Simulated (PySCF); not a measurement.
An unknown shows these calculated signals:

$^{1}$H NMR (400 MHz, computed): δ 5.09 (m, 1H), 4.02 (m, 1H), 3.99 (m, 1H), 3.54 (m, 1H), 3.50 (m, 1H), 1.32 (m, 1H), 1.15 (d, 3H), 1.06 (m, 1H), 0.30 (m, 1H).

$^{13}$C{$^{1}$H} NMR (computed): δ 79.2 (CH2), 62.7 (CH2), 23.3 (CH2), 19.3 (C), 17.4 (CH3), 15.9 (CH).

Theoretical values (PySCF): coordinates at the GFN2-xTB level, shielding tensors at PBE0/pcSseg-1 (GIAO). One conformer, isolated molecule, rapidly exchanging positions averaged, relativity neglected.

δ = σ(ref) − σ, references computed at the same level: $^{1}$H (31.72 ppm), $^{13}$C (186.93 ppm) against TMS.

Problem. Which of these does the molecule contain: a CF3 group, a three-membered ring, an S-methyl group, a ketone, a Si–H bond?

Solution. 
- A CF3 group: no.
- A three-membered ring: yes.
- An S-methyl group: no.
- A ketone: no.
- A Si–H bond: yes (δH 5.09 (m)).

The data belong to `C[C@@H]1C[C@]12COC[Si@@H]2F`, C6H11FOSi; they needn't prove each group on their own.

Carbon signals by region: 2 at 50–100 ppm, 4 below 50 ppm.

Splittings by $^{19}$F in the carbon and heteronuclear signals aren't shown, as no couplings were computed. Shifts are as computed. Against solution values, carbons near 30 ppm lie about +3 ppm off and those near 130 ppm about +5 ppm. Of 1309 compounds with measured shifts, 239 miss one by over three times the rms of a fit or turn the order of signals round; such compounds aren't used in these exercises. No couplings were computed; multiplicities are counted from neighbouring protons, with m where these are inequivalent, close in shift, in a saturated or five-membered ring or joined by F or P, and br s for small geminal =CH2 splittings.
